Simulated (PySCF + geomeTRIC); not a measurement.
Species: CH$_{2}$N$_{2}$, SMILES `N#CN` (charge 0, multiplicity 1).

Question: Give a relaxed geometry from B3LYP-D3(BJ)/def2-TZVP (PySCF + geomeTRIC).

Answer: the end point of this relaxation (outside a Z-matrix the atoms follow the SMILES, hydrogens last).
Bond lengths (Å): N1–C2 1.155, C2–N3 1.339, N3–H4 1.009, N3–H5 1.009. Angles (°): N1–C2–N3 177.5, C2–N3–H4 115.6, C2–N3–H5 115.6, H4–N3–H5 113.8.
